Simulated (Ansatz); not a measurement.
System: sum formula SiNH2F3, net charge 0, singlet state. SMILES: F[Si](N)(F)F
Structure (B3LYP-D3(BJ)/def2-TZVP (Ansatz, a quantum-chemistry and plane-wave program) minimum search):
```
Si
F 1 1.5800
F 1 1.5800 2 110.23
F 1 1.5841 2 105.72 3 113.80
N 1 1.6755 2 109.62 4 125.44
H 5 1.0060 1 122.47 2 -38.32
H 5 1.0060 6 112.93 1 163.76
```

Quantity: vertical ionisation energy (to the doublet state of charge +1; each state is the SCF solution reached for its spin), in eV. Valence correlation only, unless marked. UHF or UKS for open shells. Spin-orbit coupling is left out. No relativistic terms. CBS marks a two-point X^-3 extrapolation of the correlation energy; Hartree-Fock from the larger set. The bracket is a focal-point correction in the basis named.

```
level                                                                      program  vertical ionisation energy (eV)  minus last row
-------------------------------------------------------------------------  -------  -------------------------------  --------------
HF/aug-cc-pV(D+d)Z                                                          Ansatz                            10.16           -1.43
HF/aug-cc-pV(Q+d)Z                                                          Ansatz                            10.12           -1.47
PBE/def2-TZVPD                                                              Ansatz                            11.18           -0.41
wB97M-V/def2-TZVPD                                                          Ansatz                            11.47           -0.12
B2PLYP/def2-TZVPD                                                           Ansatz                            11.41           -0.18
SCS-MP2/aug-cc-pV(D+d)Z                                                     Ansatz                            11.39           -0.20
RI-MP2/CBS(aug-cc-pV(T+d)Z,aug-cc-pV(Q+d)Z)+[CCSD(T)-MP2]/aug-cc-pV(T+d)Z   Ansatz                            11.59            0.00
```
